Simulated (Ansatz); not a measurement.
Gas-phase electronic energies from Ansatz, PBE0-D4/def2-TZVP geometries. CCSD(T)/CBS is the MP2 limit (def2-TZVPP, def2-QZVPP) plus CCSD(T) − MP2 in def2-TZVPP, frozen cores. Functionals use def2-TZVPP. B3LYP here is the variant with VWN-RPA as its local correlation; programs differ in this. Each species was taken in one conformer, which may not be the lowest.

`C#C[SiH2][CH](F)[AlH2]` + `C=CC(=O)OC` → `F[CH]([AlH2])[SiH3]` + `C#CCOC(=O)C=C`  (formal exchange of groups at the Si–C bond)

(1) Is it downhill or uphill in electronic energy at CCSD(T)/CBS, and by how much? (An estimate is asked.)

(2) What do these levels give: PBE-D4, r2SCAN-D4, B3LYP-D4, ωB97X-V, PBE, PBE0, B3LYP, SCS-MP2/def2-TZVPP, CCSD/def2-TZVPP, SCS-MP2/def2-QZVPP, MP2/CBS(def2), CCSD/CBS(def2)? (Estimate.)

Largest T1 diagnostic among the species: 0.015.

## Answers

(1) The calculation gave: Uphill: ΔE = +88.7 kJ/mol.

(2) The calculation gave: PBE-D4 86.8, r2SCAN-D4 92.4, B3LYP-D4 80.5, ωB97X-V 85.3, PBE 82.7, PBE0 85.4, B3LYP 73.3, SCS-MP2/def2-TZVPP 85.1, CCSD/def2-TZVPP 82.9, SCS-MP2/def2-QZVPP 86.4, MP2/CBS(def2) 91.9, CCSD/CBS(def2) 85.3 kJ/mol.

The D4 term adds +7.2 kJ/mol with B3LYP and +3.5 kJ/mol with PBE0; it sums over pairs of atoms, weighted by their polarisabilities, and B3LYP, whose exchange is more repulsive, gets the larger term. In def2-TZVPP, CCSD(T) changes the Hartree–Fock value by +15.7 kJ/mol (the triples alone add +3.4 kJ/mol) and MP2 by +19.0 kJ/mol.
